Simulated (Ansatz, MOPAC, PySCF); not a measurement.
Complex: CH4O (SMILES CO) (first 6 atoms) with HBr (SMILES Br); geometry from B3LYP-D3(BJ)/def2-TZVP.
(charge 0, multiplicity 1):
```json
[
 {"atom": "C", "x (Å)": "0.5606", "y (Å)": "-0.2775", "z (Å)": "-0.1702"},
 {"atom": "O", "x (Å)": "-0.5316", "y (Å)": "-0.2531", "z (Å)": "0.7554"},
 {"atom": "H", "x (Å)": "0.2002", "y (Å)": "-0.2321", "z (Å)": "-1.2003"},
 {"atom": "H", "x (Å)": "1.0756", "y (Å)": "-1.2229", "z (Å)": "-0.0158"},
 {"atom": "H", "x (Å)": "1.2609", "y (Å)": "0.5411", "z (Å)": "0.0129"},
 {"atom": "H", "x (Å)": "-1.0102", "y (Å)": "0.5779", "z (Å)": "0.6618"},
 {"atom": "Br", "x (Å)": "0.8241", "y (Å)": "-0.4079", "z (Å)": "3.6824"},
 {"atom": "H", "x (Å)": "0.1317", "y (Å)": "-0.3741", "z (Å)": "2.3990"}
]
```

Monomers are frozen at their geometry in the pair; levels with a basis set take the counterpoise correction. Rows marked so take none.

Cores are frozen in the correlated methods. Filled d and f shells under p-block atoms count as core. Rows in 6-31G*, STO-3G carry no dispersion term and start afresh at each structure (6-31G* with six Cartesian d functions); the Pople sets are all-electron and without relativity. The state reached by PM6 isn't checked.

Run with Ansatz (a program for electronic structure) with Gaussian orbitals; MOPAC for PM6 (differences of heats of formation); PySCF for 6-31G* rows, STO-3G rows, the dispersion terms. Each number belongs to the level named beside it.

```json
[
 {"level": "PM6", "interaction energy (kcal/mol)": "-6.52"},
 {"level": "HF/STO-3G (no counterpoise)", "interaction energy (kcal/mol)": "-6.53"},
 {"level": "PBE/def2-TZVPPD", "interaction energy (kcal/mol)": "-6.38"},
 {"level": "B3LYP/6-31G* (no counterpoise)", "interaction energy (kcal/mol)": "-8.27"},
 {"level": "B3LYP/def2-TZVPPD", "interaction energy (kcal/mol)": "-4.91"},
 {"level": "B3LYP-D3(BJ)/def2-TZVPPD", "interaction energy (kcal/mol)": "-6.67"},
 {"level": "BHLYP-D3(BJ)/def2-TZVPPD", "interaction energy (kcal/mol)": "-6.49"},
 {"level": "wB97X-V/def2-TZVPPD", "interaction energy (kcal/mol)": "…"},
 {"level": "CCSD(T)/aug-cc-pVDZ", "interaction energy (kcal/mol)": "…"}
]
```

### Question
Fill in the missing entries.

### Answer

- wB97X-V/def2-TZVPPD, interaction energy (kcal/mol): -6.06
- CCSD(T)/aug-cc-pVDZ, interaction energy (kcal/mol): -4.73
